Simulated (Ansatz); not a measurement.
Dissociation curve of BH, singlet.

Levels of theory: RKS-PBE = Ansatz (a quantum-chemistry and plane-wave program) with restricted PBE/cc-pVTZ; UKS-PBE = unrestricted PBE/cc-pVTZ (Ansatz); UKS-CAM-B3LYP = unrestricted CAM-B3LYP/cc-pVTZ in Ansatz; FCI = Ansatz with full CI/cc-pVTZ, frozen core.

Energies relative to the lowest point of each curve near equilibrium, in kcal/mol; the last columns give the error against full CI:

```tsv
R / Å	RKS-PBE	UKS-PBE	UKS-CAM-B3LYP	FCI	RKS-PBE − FCI	UKS-PBE − FCI	UKS-CAM-B3LYP − FCI
0.98	24.3	23.5	21.7	22.8	1.5	0.7	-1.1
1.06	10.3	9.8	8.5	9.2	1.2	0.6	-0.7
1.12	4.4	4.0	3.1	3.6	0.8	0.5	-0.4
1.17	1.5	1.3	0.8	1.0	0.5	0.3	-0.2
1.22	0.2	0.1	0.0	0.0	0.2	0.1	0.0
1.24	0.0	0.0	0.0	0.0	0.0	0.0	0.0
1.26	0.0	0.0	0.2	0.1	-0.1	-0.1	0.1
1.32	0.8	0.9	1.6	1.3	-0.5	-0.4	0.3
1.38	2.6	2.8	4.0	3.5	-1.0	-0.7	0.4
1.44	5.1	5.3	7.1	6.4	-1.4	-1.1	0.6
1.54	10.3	10.6	13.3	12.3	-2.0	-1.7	1.0
1.64	16.3	16.6	20.2	18.8	-2.4	-2.2	1.5
1.87	30.9	31.2	36.9	33.9	-3.0	-2.8	3.0
2.05	41.9	42.1	49.6	44.8	-2.9	-2.7	4.8
2.21	50.9	51.2	59.3	53.3	-2.4	-2.1	6.0
2.49	64.7	64.7	69.9	65.0	-0.3	-0.3	4.8
2.78	76.3	72.8	75.9	73.3	3.0	-0.4	2.6
3.05	84.8	76.9	79.0	77.9	6.9	-1.0	1.1
3.35	92.1	79.3	81.0	80.7	11.4	-1.4	0.3
3.79	99.6	80.8	82.3	82.5	17.1	-1.7	-0.2
4.35	105.4	81.2	82.9	83.1	22.2	-1.9	-0.2
4.97	108.9	81.4	83.1	83.3	25.6	-1.9	-0.2
```

RKS-PBE is furthest from FCI at 4.97 (25.6 kcal/mol, above); its mean absolute error over the points is 4.8 kcal/mol.

UKS-PBE is furthest from FCI at 1.87 (-2.8 kcal/mol, below); its mean absolute error over the points is 1.1 kcal/mol.

UKS-CAM-B3LYP is furthest from FCI at 2.21 (6.0 kcal/mol, above); its mean absolute error over the points is 1.4 kcal/mol.

The restricted form behind RKS-PBE keeps the bonding electrons paired and can't separate into open-shell fragments. The unrestricted determinant behind UKS-PBE is spin-contaminated at 0.98 to 1.44, 2.49 to 4.97 Å (<S²> up to 1.0, against 0.00 for a pure singlet). The unrestricted determinant behind UKS-CAM-B3LYP is spin-contaminated at 0.98 to 1.32, 2.21 to 4.97 Å (<S²> up to 1.0, against 0.00 for a pure singlet).
